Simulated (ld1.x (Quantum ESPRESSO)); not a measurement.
## nitrogen, ultrasoft: configuration errors across variants

nitrogen (N), ultrasoft, made with ld1.x (Quantum ESPRESSO) 7.5 (PBEsol, scalar-relativistic). Core [He], reference 2s2 2p2 (charge +1). Waves: 2s (bound): rcut 0.75, rcutus 0.85 bohr; 2s channel at -1.35 Ry: rcut 0.75, rcutus 0.85 bohr; 2p (bound): rcut 1.90, rcutus 2.05 bohr; 2p channel at 2.05 Ry: rcut 1.90, rcutus 2.05 bohr. Local part: all-electron potential smoothed inside 1.20 bohr (lloc = -1). Core correction: Bessel-smoothed model core inside 0.75 bohr. Augmentation charge: built from norm-conserving waves at rcut, not smoothed further.

All-electron excitation energies from the reference (eV): (1) 2s2 2p3 -13.521; (2) 2s2 2p1 28.737; (3) 2s2 2p0 75.622; (4) 2s2 2p2.5 -8.458; (5) 2s0 2p5 9.375; (6) 2s1 2p4 -2.087; (7) 2s1 2p0 153.139.

The overlap operator is not positive definite (basis up to 400 Ry) in “base”, “wave 2p channel at 2.05 Ry: rcut 1.90, rcutus 2.05 bohr becomes 2p channel at -1.36 Ry: rcut 1.90, rcutus 2.05 bohr”, “local potential all-electron potential smoothed inside 0.70 bohr (lloc = -1)”, “waves 2s (bound): rcut 0.75, rcutus 1.06 bohr; 2s channel at -1.35 Ry: rcut 0.75, rcutus 1.06 bohr”, “core correction Bessel-smoothed model core inside 0.56 bohr”. Such files are unfit for use, however small their errors in these radial tests.

2 further variants failed, have other tests or another functional or relativity, and are left out.

The file “base” misses its own reference levels by 1.8 eV. The file “local potential all-electron potential smoothed inside 0.70 bohr (lloc = -1)” misses its own reference levels by 1.9 eV. The file “waves 2s (bound): rcut 0.75, rcutus 1.06 bohr; 2s channel at -1.35 Ry: rcut 0.75, rcutus 1.06 bohr” misses its own reference levels by 1.8 eV. The file “core correction Bessel-smoothed model core inside 0.56 bohr” misses its own reference levels by 1.8 eV.

Errors AE − PS in meV (a dash: test not solved or not reliable):

| change | (1) | (2) | (3) | (4) | (5) | (6) | (7) | bound ghosts |
| --- | --- | --- | --- | --- | --- | --- | --- | --- |
| base | +1437 | -1924 | -3206 | +819 | +1463 | +1441 | -4871 | not determined (overlap not positive) |
| type TM; waves now 2s (bound): rc 0.85 bohr; 2p (bound): rc 2.05 bohr; local potential the p channel | +4.4 | +149 | +1105 | +6.8 | +194 | +101 | +2028 | none |
| wave 2p channel at 2.05 Ry: rcut 1.90, rcutus 2.05 bohr becomes 2p channel at -1.36 Ry: rcut 1.90, rcutus 2.05 bohr | +46 | +145 | +886 | +17 | +200 | +121 | +1592 | not determined (overlap not positive) |
| local potential all-electron potential smoothed inside 0.70 bohr (lloc = -1) | +1520 | -2016 | -3413 | +862 | +1541 | +1521 | -5195 | not determined (overlap not positive) |
| waves 2s (bound): rcut 0.75, rcutus 1.06 bohr; 2s channel at -1.35 Ry: rcut 0.75, rcutus 1.06 bohr | +1437 | -1923 | -3205 | +820 | +1463 | +1441 | -4866 | not determined (overlap not positive) |
| core correction Bessel-smoothed model core inside 0.56 bohr | +1438 | -1917 | -3183 | +819 | +1465 | +1442 | -4817 | not determined (overlap not positive) |

(1) Give the same row for: local potential all-electron potential smoothed inside 1.78 bohr (lloc = -1).

## Answers

(1) +910, -1561, -2251, +598, +888, +886, -3347; bound ghosts: not determined.
